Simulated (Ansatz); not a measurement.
Several settings on one geometry of MoH₄ (that of the charge 0 triplet, r2SCAN-D4/def2-TZVP). Ansatz on 2 threads of AMD EPYC 7R13 on a shared host; times are rough.

```tsv
atom	x (Å)	y (Å)	z (Å)
Mo1	0.000	0.000	0.000
H2	0.010	-0.017	1.689
H3	1.589	0.011	-0.573
H4	-0.803	1.382	-0.544
H5	-0.795	-1.375	-0.572
```

Totals from different functionals, basis sets or treatments of relativity can't be compared as stabilities.

In the def2 sets Mo takes a core potential; there is no spin–orbit coupling. Correlated methods freeze no core orbitals; core or outer-core shells of Mo are correlated, in sets that lack core-valence functions.

(1) Give the basis size and estimate the energy, ⟨S²⟩, dipole and time of these runs.

```
run                  method  charge    state                                                                               further keys
  1  UKS PBE0-DH/def2-mTZVP       0  triplet  fitting: {mean_field: def2-universal-jkfit}; scf: {lower_state_search: off}; forces asked
  2   UKS ωB97M-V/def2-TZVP       0  triplet                                                                               forces asked
  3     ROKS BLYP/def2-TZVP       0  triplet                                                                               forces asked
  4   UKS B2PLYP/def2-mTZVP       0  triplet                                  scf: {omitted_lower_state_checks: [starts]}; forces asked
```

## Answers

(1) 
```json
{"run": "1", "functions": "45", "energy (Eh)": "-70.3839", "⟨S²⟩": "2.06", "dipole (D)": "0.00", "wall time": "1.7 s"}
{"run": "2", "functions": "64", "energy (Eh)": "-70.3715", "⟨S²⟩": "2.03", "dipole (D)": "0.00", "wall time": "3.8 s"}
{"run": "3", "functions": "64", "energy (Eh)": "-70.4649", "⟨S²⟩": "–", "dipole (D)": "0.00", "wall time": "1.3 s"}
{"run": "4", "functions": "45", "energy (Eh)": "-70.2882", "⟨S²⟩": "2.05", "dipole (D)": "0.00", "wall time": "2 s"}
```
